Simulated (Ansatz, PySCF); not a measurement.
Species: PH₅ (charge 0, singlet). SMILES: [H][P@TB18]([H])([H])([H])[H]
Geometry: optimised at B3LYP-D3(BJ)/def2-TZVP (Ansatz, an electronic-structure program).

Quantity: atomisation energy (electronic, to ground-state atoms), in kcal/mol. Correlated levels leave the core frozen unless marked. Open shells are spin-unrestricted. Spin-orbit coupling is left out. No relativistic terms. The coupled-cluster limit lacks core correlation, which all-electron functionals hold. CBS(X,Y): correlation extrapolated as X^-3; Hartree-Fock from the larger set.

```json
[
 {"level": "HF-D4/def2-TZVPD", "program": "PySCF + dftd4", "atomisation energy (kcal/mol)": "221.2"},
 {"level": "SVWN5/def2-TZVPD", "program": "Ansatz", "atomisation energy (kcal/mol)": "352.3"},
 {"level": "TPSSh/def2-TZVPD", "program": "PySCF", "atomisation energy (kcal/mol)": "325.5"},
 {"level": "CAM-B3LYP-D3(BJ)/def2-TZVPD", "program": "Ansatz + dftd3", "atomisation energy (kcal/mol)": "317.0"}
]
```

Question: What does CCSD(T)/CBS(def2-TZVPPD,def2-QZVPPD) (Ansatz) give?

Answer: 313.1 kcal/mol, so CAM-B3LYP-D3(BJ)/def2-TZVPD differs from it by 3.9 kcal/mol.
